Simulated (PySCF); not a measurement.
This script is equivalent to a calculation on Cl⁺ (chlorine, charge +1).

```python
from pyscf import gto, scf, dft, mp, cc
import basis_set_exchange as bse
mol = gto.M(atom="Cl 0 0 0", charge=1, spin=2, symmetry="D2h",
            basis=gto.basis.parse(bse.get_basis("cc-pV(T+d)Z", elements=["Cl"], fmt="nwchem", header=False)))
mf = dft.UKS(mol, xc="PBE0")
mf.irrep_nelec = {'Ag': (3, 3), 'B1u': (2, 1), 'B2u': (2, 2), 'B3u': (2, 1)}
mf.kernel()
```

Task: What total energy does it give?

Result: -459.529 hartree (calculated).

Task: Which occupied shell lies highest, and where?

Result: 3p β, at -19.956 eV.

Task: What is ⟨S²⟩, and what would a pure spin state give?

Result: 2.004, against 2.00.
